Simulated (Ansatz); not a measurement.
Geometry optimisation of Ge₅Se.

```yaml
crystal:
  periodic: [false, false, false]
  atoms:
    - {symbol: Ge, position_ang: [0.450810, -1.028430, 0.913530]}
    - {symbol: Ge, position_ang: [-0.890020, -0.308890, -1.265630]}
    - {symbol: Ge, position_ang: [-2.266260, -0.222700, 0.623200]}
    - {symbol: Ge, position_ang: [1.560680, -0.876660, -1.471270]}
    - {symbol: Ge, position_ang: [-0.513510, 1.417380, 1.235430]}
    - {symbol: Se, position_ang: [1.658290, 1.019300, -0.035260]}
basis:
  gaussian: {orbitals: def2-SVP}
hamiltonian: {xc: r2scan, dispersion: d4}
scf: {lower_state_search: "off"}
output: {orbitals: {seedname: orbitals}}
relax: {f_tol: 0.02, max_steps: 100}
```

```sh
$ ansatz run in.yaml --threads 4 --pin off --events-out ev --progress --plain --max-ram 4787MiB
```

It prints (some lines left out):

```
Functional definition: r2SCAN
mean field -347899.90593207 eV, -12785.0857279776 hartree, gradient 3.4e-6 eV, S^2 0.000000; 0 other end points of the search recorded, 0 dependent functions left out
relax step   1: F+E_penalty+E_count = -347899.99718332 eV  Δ(F+E_penalty+E_count) = +0.000e0 eV  max|allowed force component| = 9.158e-1 eV/Å  Δτ_max = 0.0000 Å  (20 SCF iters, accepted)
mean field -347899.97862536 eV, -12785.0883994069 hartree, gradient 2.8e-6 eV, S^2 0.000000; 0 other end points of the search recorded, 0 dependent functions left out
relax step   2: F+E_penalty+E_count = -347900.07233375 eV  Δ(F+E_penalty+E_count) = -7.515e-2 eV  max|allowed force component| = 2.382e-1 eV/Å  Δτ_max = 0.1096 Å  (23 SCF iters, accepted)
mean field -347899.99035251 eV, -12785.0888303717 hartree, gradient 2.1e-6 eV, S^2 0.000000; 0 other end points of the search recorded, 0 dependent functions left out
relax step   3: F+E_penalty+E_count = -347900.08297455 eV  Δ(F+E_penalty+E_count) = -1.064e-2 eV  max|allowed force component| = 7.711e-2 eV/Å  Δτ_max = 0.0370 Å  (22 SCF iters, accepted)
mean field -347899.99173335 eV, -12785.0888811164 hartree, gradient 3.0e-6 eV, S^2 0.000000; 0 other end points of the search recorded, 0 dependent functions left out
relax step   4: F+E_penalty+E_count = -347900.08430292 eV  Δ(F+E_penalty+E_count) = -1.328e-3 eV  max|allowed force component| = 2.424e-2 eV/Å  Δτ_max = 0.0117 Å  (23 SCF iters, accepted)
mean field -347899.99178021 eV, -12785.0888828385 hartree, gradient 1.1e-6 eV, S^2 0.000000; 0 other end points of the search recorded, 0 dependent functions left out
relax step   5: F+E_penalty+E_count = -347900.08463640 eV  Δ(F+E_penalty+E_count) = -3.335e-4 eV  max|allowed force component| = 4.620e-2 eV/Å  Δτ_max = 0.0173 Å  (23 SCF iters, accepted)
mean field -347899.99197030 eV, -12785.0888898242 hartree, gradient 1.3e-6 eV, S^2 0.000000; 0 other end points of the search recorded, 0 dependent functions left out
relax step   6: F+E_penalty+E_count = -347900.08493018 eV  Δ(F+E_penalty+E_count) = -2.938e-4 eV  max|allowed force component| = 2.314e-2 eV/Å  Δτ_max = 0.0041 Å  (25 SCF iters, accepted)
mean field -347899.99191892 eV, -12785.0888879363 hartree, gradient 1.5e-6 eV, S^2 0.000000; 0 other end points of the search recorded, 0 dependent functions left out
relax step   7: F+E_penalty+E_count = -347900.08507996 eV  Δ(F+E_penalty+E_count) = -1.498e-4 eV  max|allowed force component| = 1.077e-2 eV/Å  Δτ_max = 0.0067 Å  (24 SCF iters, accepted)
Total energy: -347900.08508931 eV, -12785.0923118847 hartree
Atom 0 at     0.478914    -1.115955     0.961193 Å, force     0.000603    -0.004648     0.005960 eV/Å
Atom 1 at    -0.872677    -0.340586    -1.245356 Å, force    -0.008777     0.000060     0.003628 eV/Å
Atom 2 at    -2.281776    -0.196229     0.616973 Å, force    -0.001826     0.004076    -0.002261 eV/Å
Atom 3 at     1.536420    -0.846842    -1.534401 Å, force     0.010765    -0.000943    -0.006747 eV/Å
Atom 4 at    -0.540284     1.465310     1.201906 Å, force    -0.001655    -0.001188     0.000735 eV/Å
Atom 5 at     1.679393     1.034302    -0.000316 Å, force     0.000890     0.002643    -0.001314 eV/Å
Dipole moment:    -0.056064    -0.086482    -0.117983 e Å
Checks for a lower state left out: stability, starts, cluster_reference, orbital_swaps, neighbouring_geometries, increment
```

Run time 38 s (4 threads of Arm Neoverse V2 on a shared host).

Another isomer (singlet) lies 0.04 eV lower at PBE0-D4/def2-TZVP; other spin states weren't run for this one.
